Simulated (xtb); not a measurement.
P$_{2}$, triplet, geometry from GFN2-xTB (a higher spin typed on purpose: for a closed-shell molecule this is an excited state); GFN1-xTB with GBSA(water) (xtb).

The xtb input:
```
$ xtb mol.xyz --gfn 1 --uhf 2 --gbsa water --json

# file mol.xyz
2

P     -0.00000000    -0.00000000    -1.02175380
P      0.00000000     0.00000000     1.02175380
```

Problem. Predict the main parts of the log of this xtb run.

Solution. 
```
   ID    Z sym.   atoms
    1   15 P      1, 2

           -------------------------------------------------
          |                Calculation Setup                |
           -------------------------------------------------

           -------------------------------------------------
          |                 G F N 1 - x T B                 |
           -------------------------------------------------

      * Solvation model:               GBSA
        Solvent                        water
        Parameter file                 internal GFN1-xTB/GBSA
        Dielectric constant                7.8500E+01
        Reference state                gsolv [1 M gas/solution]
        Free energy shift                  2.0755E-03 Eh       1.3024E+00 kcal/mol
        Temperature                        2.9815E+02 K
        Density                            9.9800E-01 kg/L
        Solvent mass                       1.8000E+01 g/mol
        Interaction kernel             Still
        Born radius scaling (c1)           1.5808E+00
        Born radii integrator          GBOBC
        Born offset                        1.3596E-02 a0       2.5692E-02 AA
        H-bond correction              true
        Ion screening                  false
        Surface tension                    1.0000E-05 Eh       1.5569E+01 dyn/cm
        Grid points                               230 per atom

          ...................................................
          :                      SETUP                      :
          :.................................................:
          :  # basis functions                  20          :
          :  # atomic orbitals                  18          :
          :  # shells                            6          :
          :  # electrons                        10          :
          :  # halogen bonds                     0          :
          :  max. iterations                   250          :
          :  Hamiltonian                  GFN1-xTB          :
          :  restarted?                      false          :
          :  GBSA solvation                   true          :
          :  PC potential                    false          :
          :  electronic temp.          300.0000000     K    :
          :  accuracy                    1.0000000          :
          :  -> integral cutoff          0.2500000E+02      :
          :  -> integral neglect         0.1000000E-07      :
          :  -> SCF convergence          0.1000000E-05 Eh   :
          :  -> wf. convergence          0.2000000E-04 e    :
          :  Broyden damping             0.4000000          :
          :  net charge                          0          :
          :  unpaired electrons                  2          :
          ...................................................

 iter      E             dE          RMSdq      gap      omega  full diag
   1     -5.1085139 -0.510851E+01  0.189E+00    0.00       0.0  T
   2     -5.1085142 -0.373156E-06  0.113E+00    0.00       1.0  T
   3     -5.1085144 -0.197032E-06  0.525E-03    0.00      13.5  T
   4     -5.1085144 -0.104798E-09  0.280E-03    0.00      25.2  T
   5     -5.1085144 -0.420295E-10  0.116E-09    0.00  100000.0  T
   6     -5.1085144 -0.799361E-14  0.376E-11    0.00  100000.0  T

   *** convergence criteria satisfied after 6 iterations ***

 transition dipole moment (au) for excitation:           5           6
     X       Y       Z
   0.0000   0.0000   1.9132  total (au/Debye):    1.913   4.863
 dE (eV)             :    2.377
 oscillator strength :  0.30150E+00

         :::::::::::::::::::::::::::::::::::::::::::::::::::::
         ::                     SUMMARY                     ::
         :::::::::::::::::::::::::::::::::::::::::::::::::::::
         :: total energy              -5.090735567659 Eh    ::
         :: total w/o Gsasa/hb        -5.089195202365 Eh    ::
         :: gradient norm              0.022727817208 Eh/a0 ::
         :: HOMO-LUMO gap              0.000000000000 eV    ::
         ::.................................................::
         :: SCC energy                -5.108514422081 Eh    ::
         :: -> electrostatic           0.000018676731 Eh    ::
         :: -> Gsolv                  -0.001540365295 Eh    ::
         ::    -> Gelec               -0.000000000000 Eh    ::
         ::    -> Gsasa               -0.003615835934 Eh    ::
         ::    -> Ghb                 -0.000000000000 Eh    ::
         ::    -> Gshift               0.002075470640 Eh    ::
         :: repulsion energy           0.018305590914 Eh    ::
         :: dispersion energy         -0.000526736492 Eh    ::
         :: halogen bond corr.         0.000000000000 Eh    ::
         :: add. restraining           0.000000000000 Eh    ::
         :: total charge               0.000000000000 e     ::
         :::::::::::::::::::::::::::::::::::::::::::::::::::::

           -------------------------------------------------
          |                Property Printout                |
           -------------------------------------------------

    * Orbital Energies and Occupations

         #    Occupation            Energy/Eh            Energy/eV
      -------------------------------------------------------------
         1        2.0000           -0.7358842             -20.0244
         2        2.0000           -0.6595863             -17.9483
         3        2.0000           -0.4062475             -11.0546
         4        1.5000           -0.3905425             -10.6272
         5        1.5000           -0.3905425             -10.6272
         6        0.5000           -0.3031802              -8.2500 (HOMO)
         7        0.5000           -0.3031802              -8.2500 (LUMO)
         8                         -0.1673364              -4.5535
         9                         -0.0327024              -0.8899
        10                         -0.0327024              -0.8899
        11                         -0.0037216              -0.1013
        12                         -0.0037216              -0.1013
        13                          0.0082940               0.2257
        14                          0.0082940               0.2257
        15                          0.0880406               2.3957
        16                          0.2056426               5.5958
        17                          0.2056426               5.5958
        18                          1.1462766              31.1918
      -------------------------------------------------------------
                  HL-Gap            0.0000000 Eh            0.0000 eV
             Fermi-level           -0.3468614 Eh           -9.4386 eV

  Mulliken/CM5 charges         n(s)   n(p)   n(d)
     1P    -0.00000 -0.00000   1.881  2.975  0.144
     2P     0.00000  0.00000   1.881  2.975  0.144

Wiberg/Mayer (AO) data.
largest (>0.10) Wiberg bond orders for each atom

 ---------------------------------------------------------------------------
     #   Z sym  total        # sym  WBO       # sym  WBO       # sym  WBO
 ---------------------------------------------------------------------------
     1  15 P    1.931 --     2 P    1.931
     2  15 P    1.931 --     1 P    1.931
 ---------------------------------------------------------------------------

Topologies differ in total number of bonds
Writing topology from bond orders to xtbtopo.mol

 dipole moment from electron density (au)
     X       Y       Z
  -0.0000  -0.0000   0.0000  total (Debye):    0.000

           -------------------------------------------------
          | TOTAL ENERGY               -5.090735567659 Eh   |
          | GRADIENT NORM               0.022727817208 Eh/α |
          | HOMO-LUMO GAP               0.000000000000 eV   |
           -------------------------------------------------

normal termination of xtb
```
